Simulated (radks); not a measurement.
Q: Radial electron density D(r) = 4 pi r^2 rho(r) of an atom or ion with 50 electrons. Calculated with a radial shooting solver on a logarithmic mesh with Libxc functionals: scalar-relativistic Kohn-Sham, r2SCAN, spin-unpolarised, spherical densities, finite nucleus; meta-GGA in the generalised Kohn-Sham scheme; Fermi nuclear charge, rms radius of each element as measured or else 0.836 A^(1/3) + 0.57 fm.

r (bohr),D(r) (e/bohr)
0.005471,23.71
0.006577,29.91
0.007969,37.22
0.009579,44.68
0.01161,52.29
0.01406,58.79
0.0169,63.03
0.02048,64.55
0.02462,63.11
0.02983,59.58
0.03586,56.40
0.04345,56.21
0.05222,60.92
0.06328,70.20
0.07606,79.18
0.09216,82.58
0.1108,77.01
0.1342,65.50
0.1626,57.35
0.1955,58.90
0.2369,66.16
0.2847,66.94
0.345,54.30
0.4147,35.62
0.5025,22.38
0.604,20.55
0.7318,23.34
0.8797,22.49
1.066,16.83
1.291,10.23
1.552,5.792
1.881,3.330
2.261,2.123
2.74,1.303
3.293,0.7110
3.99,0.3011
4.796,0.1022
5.811,0.02672
6.985,0.009818
8.464,0.009897
10.17,0.01194
12.33,0.009408
14.94,0.002210
17.95,0.0006238
21.75,0.01069
26.15,0.01725
31.68,0.006370
38.08,0.0008286
46.14,0.02281
55.47,0.03532
67.21,0.01277
80.78,0.0005585

What is the nuclear charge?

A: Z = 50. The innermost maximum, from 1s, lies near gamma/Z bohr with gamma = sqrt(1 - (Z/c)^2) = 0.931, here 0.0186 bohr (found: 0.0203), and its height grows with Z. The density is that of neutral tin in [Kr] 4d10 5s2 5p1 6f1; the configuration itself is not fixed sharply by these data, and Z only to a few units. D(r) has 7 maxima, at r = 0.0203, 0.0900, 0.265, 0.780, 10.5, 26.4, 54.2 bohr, and minima at 0.0398, 0.173, 0.571, 7.57 bohr, inside which lie 1.99, 11.20, 28.99, 49.01 electrons.
